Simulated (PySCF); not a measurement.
## Constants of BeCl, step by step

State: ²Σ⁺, doublet, unpaired electrons σ ↑. De refers to Be + Cl. ROHF-based CCSD(T) in PySCF 2.14 with Be cc-pVTZ, Cl cc-pV(T+d)Z and Be cc-pVQZ, Cl cc-pV(Q+d)Z (frozen core orbitals: 6; no relativity). Correlation energies are extrapolated as n⁻³ (n = 3, 4), Hartree–Fock as (n+1)·exp(−9√n). CV is the change on freezing 1 orbitals instead, in Be cc-pCVTZ, Cl cc-pwCVTZ. SR is the spin-free X2C energy in Be cc-pVTZ-DK, Cl cc-pVTZ-DK less the non-relativistic one in Be cc-pVTZ, Cl cc-pVTZ.

```tsv
Level	Re (Å)	ωe (cm⁻¹)	ωexe (cm⁻¹)	αe (cm⁻¹)	De (eV)
CCSD(T)/TZ	1.8112	842.5	4.76	0.00639	3.799
CCSD(T)/QZ	1.8055	843.4	4.86	0.00652	3.918
HF/CBS	1.8090	847.9	4.69	0.00633	3.815
MP2/CBS	1.8032	846.6	4.83	0.00652	4.424
CCSD/CBS	1.8014	848.7	4.87	0.00653	3.877
CCSD(T)/CBS	1.8035	843.6	4.91	0.00658	3.994
CCSD(T)/CBS+CV	1.7983	848.1	4.94	0.00662	4.017
CCSD(T)/CBS+CV+SR	1.7980	846.9	4.94	0.00663	4.005
```

How much is left between CCSD(T)/QZ and the basis-set limit, and how much do the triples give at the limit?

CCSD(T)/CBS less CCSD(T)/QZ: -2.0 mÅ in Re, +0.2 cm⁻¹ in ωe and +0.076 eV in De. CCSD(T)/CBS less CCSD/CBS: +2.1 mÅ in Re, -5.1 cm⁻¹ in ωe and +0.117 eV in De.

What do the later terms add?

CV: -5.2 mÅ in Re, +4.5 cm⁻¹ in ωe and +0.023 eV in De; SR: -0.3 mÅ in Re, -1.2 cm⁻¹ in ωe and -0.012 eV in De, each against the row above.

The T1 diagnostic is 0.014. The state was picked by a PBE0 search and need not be the measured ground state. Spin–orbit coupling, excitations beyond (T) and corrections to the Born–Oppenheimer picture are left out.

The whole job (state search and all basis sets along the bond) took about 26 min on 4 threads of Arm Neoverse N1 (shared host), peak memory 9.3 GiB.
